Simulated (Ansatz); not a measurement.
Basis-set series for CH5FSn, SMILES `F[CH2][SnH3]`. Charge 0, multiplicity 1. Sn: def2 effective core potential. The structure was optimised at the PBE0-D4/def2-TZVP level.

```json
{"functional": "PBE0-D4", "basis": "def2-SVP", "functions": "79", "energy (Eh)": "-354.95015", "HOMO (eV)": "-7.94", "LUMO (eV)": "0.52"}
{"functional": "PBE0-D4", "basis": "def2-QZVPP", "functions": "346", "energy (Eh)": "-355.14091", "HOMO (eV)": "-8.08", "LUMO (eV)": "-0.02"}
{"functional": "ωB97M-V", "basis": "def2-SVP", "functions": "79", "energy (Eh)": "-354.97398", "HOMO (eV)": "-10.13", "LUMO (eV)": "2.16"}
{"functional": "ωB97M-V", "basis": "def2-QZVPP", "functions": "346", "energy (Eh)": "-355.17194", "HOMO (eV)": "-10.29", "LUMO (eV)": "1.08"}
```

Give the rows for def2-TZVPP. (Estimate.)

Ansatz gave: 
```json
{"functional": "PBE0-D4", "basis": "def2-TZVPP", "functions": "182", "energy (Eh)": "-355.13110", "HOMO (eV)": "-8.05", "LUMO (eV)": "0.11"}
{"functional": "ωB97M-V", "basis": "def2-TZVPP", "functions": "182", "energy (Eh)": "-355.16218", "HOMO (eV)": "-10.26", "LUMO (eV)": "1.40"}
```

Positive LUMOs are unbound and depend on the basis.
